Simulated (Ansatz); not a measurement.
**Which is lower?**

The two ends of one reaction step of SiH4S2O2, singlet (PBE0-D4/def2-TZVP).

A:

```csv
atom,x (Å),y (Å),z (Å)
Si1,-0.5079,0.3560,-0.3622
S2,1.5409,-0.6848,0.7091
S3,-0.0713,0.4109,-2.2657
H4,1.7350,-1.5380,-0.3110
O5,-0.4649,1.6356,0.6491
O6,-1.5769,-0.6865,0.3174
H7,2.3324,0.2477,0.1523
H8,-1.0320,1.5668,1.4214
H9,-1.9554,-1.3076,-0.3102
```

B:

```xyz
9
angstrom
Si -0.1347 0.0351 0.0478
S 1.3768 -0.6976 1.3454
S 0.4330 0.2290 -1.9883
H 0.7890 -1.0637 -2.0789
O -0.5852 1.5687 0.3882
O -1.3078 -1.0781 0.2836
H 2.2289 0.2873 1.0142
H -0.7493 1.7733 1.3111
H -2.0508 -1.0540 -0.3230
```

Program: Ansatz 0.2.0. Basis: def2-TZVPP. Cores are frozen in the correlated methods. B3LYP uses VWN-RPA correlation.

(1) Which structure is lower at CCSD(T), and by how much? (To be estimated.)

T1 diagnostic: at most 0.013.

## Answers

(1) By the calculation: B, by 1.241 eV (electronic energy, against the other). By their contacts, A is SiH₄S₂O₂ ([OH][Si]([OH])([S])[SH2]) and B is SiH₄S₂O₂ ([OH][Si]([OH])([SH])[SH]).

All methods give the same order:

```json
{"method": "SPW92", "E(B) − E(A) (eV)": "-1.162"}
{"method": "PBE-D4", "E(B) − E(A) (eV)": "-1.124"}
{"method": "BLYP-D4", "E(B) − E(A) (eV)": "-1.089"}
{"method": "r2SCAN-D4", "E(B) − E(A) (eV)": "-1.185"}
{"method": "B97M-V", "E(B) − E(A) (eV)": "-1.201"}
{"method": "PBE0-D4", "E(B) − E(A) (eV)": "-1.214"}
{"method": "B3LYP-D4", "E(B) − E(A) (eV)": "-1.172"}
{"method": "r2SCAN0-D4", "E(B) − E(A) (eV)": "-1.241"}
{"method": "BHLYP-D4", "E(B) − E(A) (eV)": "-1.269"}
{"method": "CAM-B3LYP-D4", "E(B) − E(A) (eV)": "-1.245"}
{"method": "wB97X-V", "E(B) − E(A) (eV)": "-1.279"}
{"method": "wB97M-V", "E(B) − E(A) (eV)": "-1.224"}
{"method": "B2PLYP", "E(B) − E(A) (eV)": "-1.203"}
{"method": "PBE-QIDH", "E(B) − E(A) (eV)": "-1.267"}
{"method": "RPA on PBE", "E(B) − E(A) (eV)": "-1.215"}
{"method": "HF", "E(B) − E(A) (eV)": "-1.348"}
{"method": "MP2", "E(B) − E(A) (eV)": "-1.221"}
{"method": "CCSD", "E(B) − E(A) (eV)": "-1.276"}
{"method": "CCSD(T)", "E(B) − E(A) (eV)": "-1.241"}
```

Labels in which every atom is bracketed show which atoms are joined, not bond orders.

For scale, one of the runs: CCSD(T)/def2-TZVPP, 244 basis functions, launched by `ansatz run in.yaml --threads 4 --pin off --events-out ev --progress --plain --max-ram 9574MiB`. Hardware: 4 CPU threads of an Arm Neoverse V1, shared host. Wall time 2.3 min; peak host memory 4.6 GiB.
